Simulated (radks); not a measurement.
Excited configurations of Al4+: one electron is placed in a higher orbital outside [He] 2s2 2p4. The ground configuration is [He] 2s2 2p5. All-electron calculation, Dirac Kohn-Sham, BLYP, spin-unpolarised, spherical densities, finite nucleus; open shells fill j = l - 1/2 first; Fermi nuclear charge, rms radius 3.061 fm. Program: a radial shooting solver on a logarithmic mesh with Libxc functionals. Excitation = E - E(ground); binding = E(ion) - E, where the ion is the core of charge +5; n* = 5/sqrt(2 binding) in atomic units, and the quantum defect is n - n*.

[
 {"outer orbital": "3s1/2", "excitation (eV)": "96.645", "binding (eV)": "60.435", "n*": "2.372", "quantum defect": "0.628", "eigenvalue (eV)": "-54.216", "<r> (bohr)": "1.724"},
 {"outer orbital": "4s1/2", "excitation (eV)": "126.87", "binding (eV)": "30.205", "n*": "3.356", "quantum defect": "0.644", "eigenvalue (eV)": "-27.369", "<r> (bohr)": "3.431"},
 {"outer orbital": "4p1/2", "excitation (eV)": "129.96", "binding (eV)": "27.121", "n*": "3.541", "quantum defect": "0.459", "eigenvalue (eV)": "-24.429", "<r> (bohr)": "3.637"},
 {"outer orbital": "4d3/2", "excitation (eV)": "134.01", "binding (eV)": "23.074", "n*": "3.839", "quantum defect": "0.161", "eigenvalue (eV)": "-20.531", "<r> (bohr)": "3.874"},
 {"outer orbital": "4f5/2", "excitation (eV)": "135.82", "binding (eV)": "21.263", "n*": "4.000", "quantum defect": "0.000", "eigenvalue (eV)": "-18.562", "<r> (bohr)": "3.567"},
 {"outer orbital": "6p1/2", "excitation (eV)": "145.63", "binding (eV)": "11.449", "n*": "5.451", "quantum defect": "0.549", "eigenvalue (eV)": "-10.421", "<r> (bohr)": "8.897"},
 {"outer orbital": "6d3/2", "excitation (eV)": "146.69", "binding (eV)": "10.385", "n*": "5.723", "quantum defect": "0.277", "eigenvalue (eV)": "-9.417", "<r> (bohr)": "9.422"},
 {"outer orbital": "6f5/2", "excitation (eV)": "147.10", "binding (eV)": "9.977", "n*": "5.839", "quantum defect": "0.161", "eigenvalue (eV)": "-8.951", "<r> (bohr)": "9.223"},
 {"outer orbital": "7p1/2", "excitation (eV)": "148.74", "binding (eV)": "8.341", "n*": "6.386", "quantum defect": "0.614", "eigenvalue (eV)": "-7.621", "<r> (bohr)": "12.32"},
 {"outer orbital": "7f5/2", "excitation (eV)": "149.63", "binding (eV)": "7.453", "n*": "6.756", "quantum defect": "0.244", "eigenvalue (eV)": "-6.738", "<r> (bohr)": "12.84"}
]

The Delta-SCF ionisation energy is 157.08 eV (NIST Atomic Spectra Database: 153.83 eV, semi-empirical). Self-interaction in the functional shifts the binding energies and quantum defects, so they are the method's values and not measured ones. Spin polarisation and multiplet splitting are left out, so open shells lie too high by an amount that depends on their filling.

Beside tabulated values, note that spin-unpolarised runs miss the spin-polarisation part of the exchange energy of open shells.
